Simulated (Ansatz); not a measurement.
`C[O][Sn][NH2]` + `N[SiH](O)O` → `CO[SiH](N)O` + `[NH2][Sn][OH]`  (substitution at a C–O bond)

Calculated with Ansatz (gas phase, PBE0-D4/def2-TZVP geometries, no zero-point term in ΔE). CCSD(T)/CBS adds triple-zeta CCSD(T) − MP2 to the extrapolated MP2 energy (def2 sets, frozen cores). This one scheme is used for every species. Functionals use def2-TZVPP. Elements past krypton have def2 core potentials. For Sn outer-core shells are correlated without core-valence functions, which leaves a few kJ/mol of doubt a bond. Each species was taken in one conformer, which may not be the lowest.

`C[O][Sn][NH2]`:

Cartesian coordinates in Å:
```
C 1.034 0.838 -0.335
O 0.041 0.714 -1.311
Sn -1.596 -0.400 -1.185
N -1.217 -1.125 0.661
H 0.645 1.247 0.609
H 1.809 1.523 -0.696
H 1.521 -0.121 -0.108
H -0.410 -0.904 1.224
H -1.828 -1.769 1.140
```

`N[SiH](O)O`:

```xyz
9

N    -1.213    0.189    0.275
Si    0.459   -0.190    0.282
O     1.271    1.204   -0.009
O     0.685   -1.395   -0.806
H    -1.892   -0.555    0.309
H    -1.543    0.996    0.781
H     1.054   -0.706    1.529
H     0.938    1.765   -0.712
H     0.241   -1.308   -1.651
```

`CO[SiH](N)O`:

```xyz
12

C     1.497    0.234    1.345
O     0.656    0.705    0.316
Si   -0.656   -0.097   -0.231
N    -1.321    0.620   -1.623
O    -0.121   -1.618   -0.548
H     1.949   -0.727    1.080
H     2.291    0.967    1.500
H     0.949    0.115    2.287
H    -1.728   -0.100    0.798
H    -0.755    0.772   -2.443
H    -2.015    1.342   -1.521
H    -0.747   -2.214   -0.961
```

`[NH2][Sn][OH]`:

```xyz
6

N     0.776   -0.418    0.591
Sn   -1.245   -0.465    0.607
O    -1.512    0.691   -0.983
H     1.343   -0.902    1.270
H     1.356    0.074   -0.073
H    -0.718    1.020   -1.412
```

```csv
level,ΔE (kcal/mol)
r2SCAN0-D4,0.4
CCSD(T)/def2-SVP,1.3
```

**Question.** What does CCSD(T)/CBS give? (Estimate.)

**Answer.** Computed: +0.7 kcal/mol. The listed levels differ from it by -0.3, 0.6 kcal/mol.

Largest T1 diagnostic among the species: 0.017.

In def2-TZVPP, CCSD(T) changes the Hartree–Fock value by +1.9 kcal/mol (the triples alone add +0.4 kcal/mol) and MP2 by +2.0 kcal/mol. Leaving LDA and LC-ωPBE aside and taking each functional with its dispersion term where it has one, the values, not all of them listed here, spread over 1.1 kcal/mol, from ωB97X-V to revPBE-D4.
